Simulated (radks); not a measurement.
The numbers below are computed, except where a source is named.
Task: Numerical settings for the gadolinium ion Gd+, [Xe] 4f7 5d1 6s1. Code: a radial shooting solver on a logarithmic mesh with Libxc functionals. Model: Dirac Kohn-Sham, PBE, spin-unpolarised, spherical densities, point nucleus; open shells are shared between the two j in proportion to 2j + 1. The defaults (mesh step 0.008 in ln r, mesh end at 40 bohr or more with all orbitals vanishing there, Anderson mixing 0.5 over 9 steps, residual threshold near 1e-9 with the energy settled to 1e-9 hartree or 1e-11 of itself, here a cap of 59 iterations) give E = -11279.8504 hartree and 5d5/2 at -8.276 eV in 15 iterations. Run on one thread of a shared host, so times are rough (Arm Neoverse V1): 0.21 s of CPU time, 0.21 s wall, 15 iterations on 2648 mesh points. One setting is changed at a time: mesh step in ln r 0.08; mesh step in ln r 0.03; mesh step in ln r 0.005; mesh end (bohr) 20; mesh end (bohr) 12; residual threshold 1e-13; residual threshold 0.001; mixing 0.01; linear mixing, mixing 0.5; linear mixing, mixing 0.2; mixing history 3; iteration cap 3. Which runs fail to converge, and which converge to a wrong energy?

Result: Not converged within the cap: mesh step in ln r 0.08; linear mixing, mixing 0.2; iteration cap 3. No run marked as converged misses the energy by more than 1 mhartree.
